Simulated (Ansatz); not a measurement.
Ideal-gas functions of `Br[Si]Br` at 500 K and 1 bar, from an Ansatz frequency run at PBE0-D4/def2-TZVP.

Molar mass 187.89 g/mol, point group C2v (symmetry number 2), electronic degeneracy 1, moments of inertia 47.919, 487.534, 535.453 u Å². Harmonic wavenumbers (cm⁻¹, unscaled): 124, 407, 408.

Use S(trans) = R[1.5 ln M + 2.5 ln T − 1.1517]; rotational temperatures θ = 24.2544 K / I; S(rot) = R[ln(√π/σ · √(T³/θAθBθC)) + 1.5]; for each mode x = 1.438777 ν̃/T, S = R[x/(eˣ − 1) − ln(1 − e⁻ˣ)] and H = RT x/(eˣ − 1); 1 cm⁻¹ = 0.0119627 kJ/mol; R = 8.31446 J/(mol·K).

Task: By hand: the entropy, in J/(mol·K).

Result: Translation 184.9. Rotation: θ = 0.5062, 0.0497, 0.0453 K, giving 117.1. Vibration, mode by mode: 16.93, 7.46, 7.44, in all 31.8. Electronic 0.0. Sum 333.8 J/(mol·K).

Task: By hand: H − E and G − E in kJ/mol, counted from the electronic energy.

Result: Zero-point energy ½ × 939 × 0.0119627 = 5.6; thermal vibration 7.8; translation, rotation and pV give 4 RT = 16.6. H − E = 30.0 kJ/mol, and G − E = 30.0 − 500 × 333.8/1000 = -136.9 kJ/mol.

Vibration gives 10 % of the entropy, 16.9 J/(mol·K) of it from the mode under 150 cm⁻¹: soft modes count most, and the harmonic formula is weakest for them.
